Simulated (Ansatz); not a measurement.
`N[SiH]1[O][GeH2]1`. Total charge 0; spin multiplicity 1.

Z-matrix (Å, degrees):
```
Si
O 1 1.629
Ge 1 2.283 2 55.7
N 1 1.688 2 117.8 3 118.4
H 1 1.482 2 120.0 3 -109.3
H 3 1.542 1 125.6 2 -79.1
H 3 1.542 1 123.1 2 79.8
H 4 1.006 1 123.6 2 -41.2
H 4 1.006 1 121.8 2 153.3
```

(1) What are the harmonic wavenumbers in cm⁻¹ at PBE0-D4/def2-TZVP (Ansatz, finite differences of forces, unscaled)? (Estimate.)

(2) Is this a minimum?

(3) Give the ideal-gas thermochemistry at 298.15 K and 1 bar (rigid rotor, harmonic oscillator; point group C1, symmetry number 1).

(4) And at 400, 500, 600, 800 and 1000 K?

Results:

(1) Computed: 154, 213, 288, 341, 355, 405, 497, 590, 637, 717, 731, 861, 886, 906, 1012, 1572, 2114, 2126, 2237, 3620, 3723.

(2) Yes, all 21 modes are real.

(3) Zero-point energy 143.5 kJ/mol; H(298) − E = 162.8 kJ/mol; entropy 331.4 J/(mol·K), of which translation 170.1, rotation 110.9, vibration 50.4; G(298) − E = 64.0 kJ/mol.

(4) 
| T (K) | H − E (kJ/mol) | S (J/mol/K) | G − E (kJ/mol) |
| --- | --- | --- | --- |
| 400 | 174.4 | 364.6 | 28.5 |
| 500 | 187.2 | 393.2 | -9.4 |
| 600 | 201.2 | 418.7 | -50.0 |
| 800 | 231.8 | 462.5 | -138.3 |
| 1000 | 264.7 | 499.2 | -234.5 |
